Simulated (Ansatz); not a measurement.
Reaction (isomerisation): `CNC1=CB1` → `BC1C=CN1`

Calculated with Ansatz (gas phase, PBE0-D4/def2-TZVP geometries, no zero-point term in ΔE). CCSD(T)/CBS is the MP2 limit (def2-TZVPP, def2-QZVPP) plus CCSD(T) − MP2 in def2-TZVPP, frozen cores. Functionals use def2-TZVPP. B3LYP here is the variant with VWN-RPA as its local correlation; programs differ in this. One conformer a species, not always the lowest.

```
   species  B3LYP energy (Eh)
`CNC1=CB1`         -197.56088
`BC1C=CN1`         -197.51988
```

Question: Work out ΔE.

Answer: ΔE = (-197.51988) − (-197.56088) = 0.04100 Eh = +107.6 kJ/mol. CCSD(T)/CBS gives +86.6 kJ/mol.

Largest T1 diagnostic among the species: 0.015.

From r2SCAN to r2SCAN0 (25 % exact exchange), in def2-TZVPP and without D4, ΔE moves by +6.8 kJ/mol. The D4 term adds −3.6 kJ/mol with B3LYP and −1.6 kJ/mol with PBE0; it sums over pairs of atoms, weighted by their polarisabilities, and B3LYP, whose exchange is more repulsive, gets the larger term. At CCSD(T), def2-SVP lies +9.2 kJ/mol from the extrapolated value and def2-TZVPP −1.5 kJ/mol.
